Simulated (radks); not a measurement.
Q: These are the eigenvalues of the occupied orbitals of an atom or ion with whole-number occupations (eV). Method: Dirac Kohn-Sham, PBE, spin-unpolarised, spherical densities, finite nucleus; Fermi nuclear charge, rms radius of each element as measured or else 0.836 A^(1/3) + 0.57 fm; computed with a radial shooting solver on a logarithmic mesh with Libxc functionals.

1s1/2: -18836.35
2s1/2: -2666.670
2p1/2: -2450.271
2p3/2: -2354.503
3s1/2: -475.9183
3p1/2: -394.4612
3p3/2: -378.9363
3d3/2: -235.1801
3d5/2: -232.2878
4s1/2: -94.0455
4p1/2: -70.9993
4p3/2: -68.7427
4d3/2: -34.6853
5p1/2: -22.1176

Which element is it, and in what charge state? The configuration may be excited. Open shells, if any, fill j = l - 1/2 first.

A: Z = 41, niobium, charge +3: Nb3+ in [Kr] 4d1 5p1. The list shows which subshells hold electrons but not how many an open one holds; the 1s level, -692.22 hartree, gives Z - s = 37.2 by -(Z - s)^2/2, which with screening and relativity narrows Z to a few neighbours, and the depths of the outer levels then fix element, charge and occupations together.
